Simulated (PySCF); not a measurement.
Species: C8H9 (doublet state).
SMILES with atom numbers: `[H]/[C:1]=[CH:2]\[CH2:3]/[CH:4]=[CH:5]\[C:6]#[C:7][CH3:8]` (hydrogens: H9 on C1; H10 on C2; H11, H12 on C3; H13 on C4; H14 on C5; H15, H16, H17 on C8)

Geometry (GFN2-xTB, Å), atoms numbered from 1 in this order:
```
atom  x, y, z in Å
C1    -3.1432    0.0385   -1.3395
C2    -1.9494   -0.0025   -0.8670
C3    -1.4586    0.7176    0.4102
C4    -1.0817   -0.3097    1.4127
C5     0.1321   -0.8692    1.4800
C6     1.2040   -0.5104    0.6408
C7     2.1210   -0.2119   -0.0809
C8     3.2272    0.1477   -0.9379
H9    -4.0858    0.4778   -1.1081
H10   -1.1588   -0.5737   -1.3377
H11   -2.2516    1.3647    0.7832
H12   -0.5914    1.3153    0.1236
H13   -1.8647   -0.6534    2.0738
H14    0.3466   -1.6386    2.2112
H15    2.8855    0.7961   -1.7450
H16    3.9888    0.6729   -0.3605
H17    3.6730   -0.7491   -1.3689
```

The hyperfine couplings belong to this conformer and change with its torsions.

Method used: UKS B3LYP, pcH-1 on C H, non-relativistic, mean-field spin-orbit, GIAO in PySCF. Isolated species at its GFN2-xTB geometry (one conformer only). Couplings are sensitive to structure, and on GFN2-xTB geometries they can be far from those on DFT ones. The SCF solution wasn't tested for stability.

Question: Break the g tensor into its mass correction, gauge correction and orbital-Zeeman/spin–orbit terms.

Answer: 
```csv
Δg (ppm),1,2,3
relativistic mass correction,-147,-147,-147
gauge correction,34,7,-37
orbital Zeeman/spin–orbit,-415,18,547
total,-529,-123,363
```

So g = 2.00179, 2.00220, 2.00268 and g_iso = 2.00222; the tensor is rhombic: the two nearest values differ by 46 % of g3 − g1. Axes: g1 points within 8° of the C1–H9 bond and g2 points within 3° of the C2–C3 bond.

Question: At 94.347 GHz, how far is the centre of the isotropic spectrum from where a free electron (g = 2.002319) resonates?

Answer: B = hν/(g μB) with μB/h = 13.99624 MHz/mT gives 3366.54 mT for the free electron and 3366.70 mT at g_iso, 0.16 mT higher.

Question: What are the electron Larmor frequencies g μB B/h along the three axes at 330 mT?

Answer: 9.2458, 9.2477, 9.2499 GHz for g1, g2 and g3, a range of 4.1 MHz.

Question: Average each term over the three axes. Which is largest in size?

Answer: The mass correction -147, the orbital-Zeeman/spin–orbit term 50 and the gauge correction 1 ppm, for a total of -96 ppm. The mass correction is the largest in size. The mass correction is the same along every axis, so the anisotropy comes from the other two: their spans along these axes are 71 (gauge) and 962 ppm (orbital Zeeman/spin–orbit).

Question: In a frozen sample, at which fields do the three g values resonate at 9.5, 34, 94 and 263 GHz (hyperfine left aside), and which band first spreads them over more than twice a line width of 0.3 mT?

Answer: 
| band | GHz | B(g3) mT | B(g2) mT | B(g1) mT | spread mT |
| --- | --- | --- | --- | --- | --- |
| X | 9.5 | 338.92 | 339.00 | 339.07 | 0.15 |
| Q | 34.0 | 1212.98 | 1213.28 | 1213.52 | 0.54 |
| W | 94.0 | 3353.55 | 3354.36 | 3355.04 | 1.49 |
| J | 263.0 | 9382.79 | 9385.07 | 9386.97 | 4.18 |

The spread grows in proportion to the frequency. W band is the first where it exceeds 0.6 mT.

The Mulliken spin populations are largest on C1 (+1.02), C2 (-0.17) and C3 (+0.09). No atom but C1 exceeds +0.15.

The HOMO–LUMO gaps are 5.10 eV among the α and 4.25 eV among the β orbitals.

Hardware: Arm Neoverse V1, one thread, on a shared host. Cost: 84 s of wall time (grids of density and orbitals included), 0.97 GiB resident at most.
